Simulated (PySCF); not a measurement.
## `C=C[C@H](F)[C@@H]1O[C@@H]1F`, C5H6F2O

Molfile (atoms numbered from 1):
```
C5H6F2O
     RDKit          3D

 14 14  0  0  0  0  0  0  0  0999 V2000
   -2.4981    0.1333    0.4339 C   0  0  0  0  0  0  0  0  0  0  0  0
   -1.2794    0.6175    0.2981 C   0  0  0  0  0  0  0  0  0  0  0  0
   -0.2215    0.0157   -0.5821 C   0  0  2  0  0  0  0  0  0  0  0  0
   -0.6979   -1.0812   -1.2675 F   0  0  0  0  0  0  0  0  0  0  0  0
    0.9625   -0.4512    0.2513 C   0  0  2  0  0  0  0  0  0  0  0  0
    1.7675    0.5381    0.8458 O   0  0  0  0  0  0  0  0  0  0  0  0
    2.3414   -0.1849   -0.1635 C   0  0  2  0  0  0  0  0  0  0  0  0
    2.5541    0.4779   -1.3221 F   0  0  0  0  0  0  0  0  0  0  0  0
   -2.8195   -0.7420   -0.1055 H   0  0  0  0  0  0  0  0  0  0  0  0
   -3.2199    0.5996    1.0809 H   0  0  0  0  0  0  0  0  0  0  0  0
   -0.9390    1.4925    0.8325 H   0  0  0  0  0  0  0  0  0  0  0  0
    0.1105    0.7399   -1.3392 H   0  0  0  0  0  0  0  0  0  0  0  0
    0.7591   -1.3212    0.8709 H   0  0  0  0  0  0  0  0  0  0  0  0
    3.1797   -0.8345    0.0646 H   0  0  0  0  0  0  0  0  0  0  0  0
  1  2  2  0
  2  3  1  0
  3  4  1  0
  3  5  1  0
  5  6  1  0
  6  7  1  0
  7  8  1  0
  7  5  1  0
  1  9  1  0
  1 10  1  0
  2 11  1  0
  3 12  1  6
  5 13  1  1
  7 14  1  1
M  END
```

Method: TDDFT CAM-B3LYP/def2-SVPD circular dichroism and optical rotation, one conformer, gas phase (PySCF 2.14.0). Geometry: GFN2-xTB.

The molecule is flexible and this is one conformer; a measurement averages over conformers. States above about 9.4 eV (minus the energy of the highest occupied orbital) lie near or above the ionisation threshold and depend on the basis.

Question: Draw the ECD and absorption spectra from the lowest 16 states, each a Gaussian of half-width 0.35 eV at 1/e height.

Answer: 
```csv
E (eV),λ (nm),Δε (L mol⁻¹ cm⁻¹),ε (L mol⁻¹ cm⁻¹)
7.09,175,-6.91,2910
7.19,172,-14.45,6140
7.29,170,-25.70,11000
7.39,168,-38.80,16900
7.49,166,-49.70,22000
7.59,163,-53.88,24400
7.69,161,-49.11,23000
7.79,159,-36.94,18600
7.89,157,-21.43,13000
7.99,155,-6.50,8080
8.09,153,+5.89,5020
8.19,151,+15.39,3800
8.29,150,+21.87,3810
8.39,148,+24.70,4310
8.49,146,+23.49,4700
8.59,144,+19.28,4690
8.69,143,+14.66,4270
8.79,141,+12.40,3630
8.89,139,+13.87,3060
8.99,138,+18.54,2790
9.09,136,+24.51,2890
9.19,135,+29.43,3250
9.29,133,+31.23,3610
9.39,132,+28.84,3700
```
Δε uses R in velocity form, ε uses f in length form. Only the states computed contribute, so the short-wavelength end is incomplete.

The sign of the CD band at 139 nm isn't settled: the length form gives the opposite one.
